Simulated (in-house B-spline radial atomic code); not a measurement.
Configurations of the ruthenium ion Ru²⁺, with energies counted from [Kr] 4d6. All numbers are computed (scalar-relativistic (X2C) SCAN, spin-polarised, spherical fractional occupations; Fermi nucleus of rms radius 4.4809 fm) with an all-electron radial atomic-structure program (B-spline basis), not measured. Shells without spins written out take the highest spin.

Occupations are held fixed; configurations that lie above the ionisation limit could autoionise.

```tsv
configuration	E - E(ref) (eV)	highest orbital	its <r> (bohr)
[Kr] 4d(4 up, 2 down)	2.874	4d down	1.53
[Kr] 4d(0 up, 5 down) 4f(0 up, 1 down)	19.411	4f down	5.225
[Kr] 4d5 5f1	22.079	5f up	9.092
[Ar] 3d10 4s2 4p5 4d7	43.761	4d down	1.531
[Ar] 3d10 4s2 4p5 4d6 4f1	64.533	4f up	5.194
[Ar] 3d(5 up, 4 down) 4s2 4p6 4d(5 up, 1 down) 5s(0 up, 1 down)	288.77	5s down	2.697
[Ar] 3d9 4s2 4p6 4d6 5d1	301.43	5d up	4.472
```

(1) Order these further configurations by energy, lowest first.
A. [Ar] 3d9 4s2 4p6 4d6 5s1
B. [Kr] 4d5 5s1
C. [Kr] 4d5 5p1
D. [Ar] 3d(5 up, 4 down) 4s2 4p6 4d(5 up, 1 down) 5p(0 up, 1 down)
E. [Ar] 3d10 4s2 4p5 4d6 5d1

(2) How far above the reference does [Ar] 3d10 4s2 4p5 4d6 5f1 lie?

(3) How far above the reference does [Ar] 3d(5 up, 4 down) 4s2 4p6 4d(4 up, 2 down) 5d(0 up, 1 down) lie?

(4) How far above the reference does [Ar] 3d10 4s2 4p5 4d6 5s1 lie?

## Answers

(1) B (2.0845 eV), C (8.657 eV), E (61.26 eV), A (287.19 eV), D (294.69 eV).

(2) 67.191 eV; its least bound orbital is 5f up with <r> = 9.024 bohr.

(3) 305.01 eV; its least bound orbital is 5d down with <r> = 4.564 bohr.

(4) 47.029 eV; its least bound orbital is 5s up with <r> = 2.59 bohr.
